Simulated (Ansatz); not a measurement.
Consider the atomization: `F[SiH][GeH3]`• → F• + Ge• + 4 H• + Si•.

Program: Ansatz. Geometries: PBE0-D4/def2-TZVP. ΔE: electronic, gas phase. CBS: MP2 limit from def2 TZ/QZ plus the TZ coupled-cluster correction, frozen cores. This one scheme is used for every species, atoms too. Functionals use def2-TZVPP. No spin–orbit coupling; open shells (•) take unrestricted orbitals. Spin–orbit coupling would lower the free atoms: a little for F, Si; clearly for Ge. For Ge outer-core shells are correlated without core-valence functions, so the limit isn't a true one: a few kJ/mol of doubt a bond, and 10 to 20 or more in all where bonds break to atoms. Scalar relativity is left out up to krypton.

```
         level  ΔE (kJ/mol)
   LDA (SPW92)       2226.7
       r2SCAN0       1953.1
 HF/def2-QZVPP       1471.8
MP2/def2-QZVPP       1961.6
```

Q: What does CCSD(T)/CBS give? (An estimate is asked.)

A: The calculation gave: +1979.3 kJ/mol. The listed levels differ from it by 247.4, -26.2, -507.5, -17.7 kJ/mol.

Largest T1 diagnostic among the species: 0.014.

At CCSD(T), def2-SVP lies −165.2 kJ/mol from the extrapolated value and def2-TZVPP −46.8 kJ/mol: correlation converges slowly with the basis, and small sets miss more of it in the bonded molecule than in its fragments. From PBE to PBE0 (25 % exact exchange), in def2-TZVPP and without D4, ΔE moves by −19.6 kJ/mol: exact exchange takes away binding that semilocal exchange gives to molecules. Leaving LDA and LC-ωPBE aside and taking each functional with its dispersion term where it has one, the values, not all of them listed here, spread over 75.1 kJ/mol, from revPBE-D4 to B97M-V. LDA lies +274.9 kJ/mol from PBE without D4, its usual overbinding.

For atomizations the MP2-based limit and the directly extrapolated one differ by several kJ/mol either way, and by 10 to 25 for some Ge, Se and Sn compounds, so smaller differences from it don't rank the levels.
